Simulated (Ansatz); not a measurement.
Results of the Gaussian-basis code of Ansatz.

A structure relaxed at PBE0-D4/def2-TZVP, charge 0, multiplicity 1:

```xyz
12

Si   -1.850   -0.151    1.404
C    -0.652    0.219    0.025
C     0.607   -0.225    0.013
Ge    1.866    0.153   -1.418
H    -1.165   -0.986    2.424
H    -2.331    1.108    2.035
H    -3.041   -0.878    0.885
H    -0.999    0.828   -0.811
H     0.960   -0.834    0.845
H     1.157    1.019   -2.471
H     2.355   -1.156   -2.064
H     3.094    0.902   -0.869
```

Q: Give its formula and SMILES.

A: C2H8GeSi, `[SiH3]/C=[CH]/[GeH3]`.

Q: Point group (tolerance 0.08 Å, 0.16 Å for H)?

A: Cs.

Q: Summarise the bond lengths by kind.

A: 1 × C–Si 1.863 Å; 3 × H–Si 1.487 to 1.488 Å; 1 × C–C 1.334 Å; 2 × C–H 1.090 to 1.091 Å; 1 × C–Ge 1.943 Å; 3 × Ge–H 1.537 to 1.539 Å.
